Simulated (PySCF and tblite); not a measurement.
Values are calculated unless marked as measured or tabulated.
C₄H₇FO₂S, numbered as in [CH3:1][C@@H:2]1[CH2:3][S:4](=[O:5])(=[O:6])[C@@H:7]1[F:8].

The ensemble was built from 200 distance-geometry starts (ETKDG and KDG, MMFF94s, GFN2-xTB) and rests on GFN2-xTB geometries. Weights use PBE0-D3(BJ)/def2-SVP (IEF-PCM, acetone) energies plus GFN2-xTB zero-point and thermal terms (modes under about 100 cm⁻¹ blended into free rotors). Symmetry numbers and mirror images are counted. Conformers within 2.5 kcal/mol (GFN2-xTB free energy) were kept, 4 at most. GIAO shieldings: B97-2/pcSseg-1 (IEF-PCM, acetone). Shifts are against TMS (¹H), TMS (¹³C) at the same level. Programs: PySCF with density fitting and tblite.

The 4-ring runs over atoms 2–3–4–7.

| conformer | shape | symmetry | E(GFN2) kcal/mol | E(DFT) kcal/mol |
| --- | --- | --- | --- | --- |
| 1 | 4-ring puckered (ring torsions -18, 18, -21, 21°) | C1 | 0.00 | 0.00 |
| 2 | 4-ring puckered (ring torsions 16, -16, 20, -20°) | C1 | 1.00 | 0.56 |

**Question.** How much do the weights at 298.15 K and the averaged shift of C3 depend on how the conformers are weighted?

**Answer.** 
```tsv
weighting	1 (%)	2 (%)	δ (ppm)	rms dipole (D)
DFT energy with thermal terms, symmetry and mirror images (full scheme)	61	39	72.9	6.17
DFT energy with symmetry and mirror images	72	28	71.9	6.18
bare DFT energy	72	28	71.9	6.18
GFN2-xTB energy with symmetry and mirror images	84	16	70.8	6.20
GFN2-xTB free energy	77	23	71.5	6.19
leading conformer alone	100	0	69.3	6.22
equal weights	50	50	73.9	6.15
```

The largest departure from the full scheme, 3.6 ppm, comes with: leading conformer alone.


Conformer gaps in def2-SVP on xTB geometries can be 2 kcal/mol too large for S=O, P=O and other polar bonds.